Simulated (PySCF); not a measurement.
C4H8BN, SMILES CC1B(CC=1)N. Geometry: B3LYP-D3(BJ)/def2-SVP. The structure was generated by enumeration, and PubChem lists no compound with its InChIKey, so it may never have been made. Other conformers were not sampled.

Computed equilibrium geometry at B3LYP-D3(BJ)/def2-SVP (PySCF confirms it by a frequency run) as a Z-matrix, and its point group (one conformer of several):
point group Cs.
```
C
C 1 1.3572
H 2 1.1016 1 129.67
C 1 1.4936 2 130.93 3 0.00
H 4 1.1026 1 112.24 2 0.00
H 4 1.1040 5 107.87 1 -122.81
H 4 1.1040 5 107.87 6 -114.37
C 2 1.5292 3 128.69 1 180.00
H 8 1.1051 2 115.11 3 -63.26
H 8 1.1051 9 107.93 2 -130.10
B 1 1.5676 2 88.14 3 180.00
N 11 1.3930 1 136.24 2 180.00
H 12 1.0131 11 122.91 1 180.00
H 12 1.0133 13 113.85 11 180.00
```
